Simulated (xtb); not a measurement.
xtb input (GFN1-xTB):

```bash
xtb mol.xyz --gfn 1 --sp --chrg 1 --uhf 0
```
mol.xyz:
```
3

I     -0.00000000    -0.00000000    -1.97439756
B      0.00000000     0.00000000     0.00000000
I      0.00000000     0.00000000     1.97439756
```

End of the output:

```
         :::::::::::::::::::::::::::::::::::::::::::::::::::::
         ::                     SUMMARY                     ::
         :::::::::::::::::::::::::::::::::::::::::::::::::::::
         :: total energy              -8.850380146095 Eh    ::
         :: gradient norm              0.066050583785 Eh/a0 ::
         :: HOMO-LUMO gap              4.491674806055 eV    ::
         ::.................................................::
         :: SCC energy                -8.931144855110 Eh    ::
         :: -> electrostatic           0.139427517802 Eh    ::
         :: repulsion energy           0.082008296359 Eh    ::
         :: dispersion energy         -0.001243587344 Eh    ::
         :: halogen bond corr.         0.000000000000 Eh    ::
         :: add. restraining           0.000000000000 Eh    ::
         :: total charge               1.000000000000 e     ::
         :::::::::::::::::::::::::::::::::::::::::::::::::::::

           -------------------------------------------------
          |                Property Printout                |
           -------------------------------------------------

    * Orbital Energies and Occupations

         #    Occupation            Energy/Eh            Energy/eV
      -------------------------------------------------------------
         1        2.0000           -1.1577250             -31.5033
         2        2.0000           -1.1560320             -31.4572
         3        2.0000           -0.8361228             -22.7521
         4        2.0000           -0.7488137             -20.3763
         5        2.0000           -0.7282500             -19.8167
         6        2.0000           -0.7282500             -19.8167
         7        2.0000           -0.6936248             -18.8745
         8        2.0000           -0.6936248             -18.8745 (HOMO)
         9                         -0.5285588             -14.3828 (LUMO)
        10                         -0.5285588             -14.3828
        11                         -0.4803371             -13.0706
        12                         -0.3864140             -10.5149
        13                         -0.3357022              -9.1349
        14                         -0.3357022              -9.1349
        15                         -0.3324723              -9.0470
        16                         -0.3324723              -9.0470
        17                         -0.3219703              -8.7613
        18                         -0.3219703              -8.7613
Note: The following floating-point exceptions are signalling: IEEE_DENORMAL
normal termination of xtb
        19                         -0.1591415              -4.3305
       ...                                ...                  ...
        22                          0.5806543              15.8004
      -------------------------------------------------------------
                  HL-Gap            0.1650660 Eh            4.4917 eV
             Fermi-level           -0.6110918 Eh          -16.6287 eV

  Mulliken/CM5 charges         n(s)   n(p)   n(d)
     1I     0.28112  0.42267   1.975  4.756 -0.012
     2B     0.43775  0.15467   1.063  1.499  0.000
     3I     0.28112  0.42267   1.975  4.756 -0.012

Wiberg/Mayer (AO) data.
largest (>0.10) Wiberg bond orders for each atom

 ---------------------------------------------------------------------------
     #   Z sym  total        # sym  WBO       # sym  WBO       # sym  WBO
 ---------------------------------------------------------------------------
     1  53 I    1.770 --     2 B    1.614     3 I    0.155
     2   5 B    3.229 --     1 I    1.614     3 I    1.614
     3  53 I    1.770 --     2 B    1.614     1 I    0.155
 ---------------------------------------------------------------------------

Topologies differ in total number of bonds
Writing topology from bond orders to xtbtopo.mol

 dipole moment from electron density (au)
     X       Y       Z
   0.0000   0.0000  -0.0000  total (Debye):    0.000

           -------------------------------------------------
          | TOTAL ENERGY               -8.850380146095 Eh   |
          | GRADIENT NORM               0.066050583785 Eh/α |
          | HOMO-LUMO GAP               4.491674806055 eV   |
           -------------------------------------------------

------------------------------------------------------------------------
------------------------------------------------------------------------
 total:
 SCF:
```
